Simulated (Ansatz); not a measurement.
Program: Ansatz. Geometries: PBE0-D4/def2-TZVP. ΔE: electronic, gas phase. CCSD(T)/CBS adds triple-zeta CCSD(T) − MP2 to the extrapolated MP2 energy (def2 sets, frozen cores). DFT in def2-TZVPP. B3LYP here is the variant with VWN-RPA as its local correlation; programs differ in this. For Br outer-core shells are correlated without core-valence functions, which leaves a few kJ/mol of doubt a bond. Scalar relativity is left out up to krypton. One conformer a species, not always the lowest.

Consider the formal exchange of groups at a B–C bond: `C=C(O)BF` + `[AlH2][CH2]CBr` → `FBC[CH2][AlH2]` + `C=C(O)Br`.

Task: Is it downhill or uphill in electronic energy at CCSD(T)/CBS, and by how much? (Estimate.)

Result: The calculation gave: Uphill: ΔE = +35.8 kJ/mol.

Task: What do these levels give: PBE-D4, r2SCAN-D4, B3LYP-D4, ωB97X-V, ωB97M-V, PBE, r2SCAN, HF/def2-TZVPP, SCS-MP2/def2-TZVPP, CCSD(T)/def2-TZVPP, SCS-MP2/def2-QZVPP, CCSD/CBS(def2)? (An estimate is asked.)

Result: The calculation gave: PBE-D4 28.8, r2SCAN-D4 28.7, B3LYP-D4 39.0, ωB97X-V 33.4, ωB97M-V 32.0, PBE 30.2, r2SCAN 29.0, HF/def2-TZVPP 55.0, SCS-MP2/def2-TZVPP 34.1, CCSD(T)/def2-TZVPP 34.2, SCS-MP2/def2-QZVPP 35.1, CCSD/CBS(def2) 38.2 kJ/mol.

Largest T1 diagnostic among the species: 0.013.

In def2-TZVPP, CCSD(T) changes the Hartree–Fock value by −20.8 kJ/mol (the triples alone add −2.5 kJ/mol) and MP2 by −26.5 kJ/mol.
